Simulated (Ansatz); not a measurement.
A series at Si: from `N#C[Si](C#N)(C#N)C#N`, ligands are replaced one by one, each step taking up H–F and setting free `C#N`; n counts the steps. Ansatz, PBE0-D4/def2-TZVP geometries.

```tsv
n	molecule	HOMO energy, ωB97M-V/def2-TZVPP (eV)
0	`N#C[Si](C#N)(C#N)C#N`	-13.67
1	`N#C[Si](F)(C#N)C#N`	-13.49
2	`N#C[Si](F)(F)C#N`	-13.35
3	`N#C[Si](F)(F)F`	?
4	`F[Si](F)(F)F`	-15.29
```

Task: By hand: fit a straight line y = ȳ + b (n − n̄) to the 4 given rows and predict n = 3.

Result: n̄ = 1.750, ȳ = -13.950; Σ(n − n̄)(y − ȳ) = -3.700, Σ(n − n̄)² = 8.750, so b = -0.423 eV a step. Prediction: -13.950 + (-0.423) × (1.250) = -14.48 eV.

Task: By hand: compare with the computed value, -13.34 eV, and give the steps along the whole series.

Result: The line misses by 1.14 eV (computed minus predicted). Steps: 0.18, 0.14, 0.01, -1.95 eV.

The steps change sign along the series, so a line is a poor guide. The highest orbital can change its character along such a series. The miss is 58.5 % of the series' range.
